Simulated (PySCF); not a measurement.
# Ru(2+): excitation energy

Ru(2+) [Kr] 4d6 (5D) → Ru(2+) [Kr] 4d5 5p1 (7P), as a difference of total energies. All numbers are calculated (PySCF 2.14, scalar relativity by spin-free X2C-1e, in ANO-RCC-VTZP (7s6p4d2f1g, 68 functions)). Correlated levels: valence: [Kr] frozen. The calculations carry no spin-orbit coupling.

| method | excitation energy (cm⁻¹) |
| --- | --- |
| UHF | 68840 |
| MP2 (valence) | 75390 |
| SCS-MP2 (valence) | 79537 |
| CCSD (valence) | 75213 |
| CCSD(T) (valence) | 75447 |

A first-order spin-orbit estimate (lowest level to lowest level, LS coupling) adds 0.008 eV.

The basis was made for the ground configuration and has no added diffuse functions, so the excitation energy can come out too high.
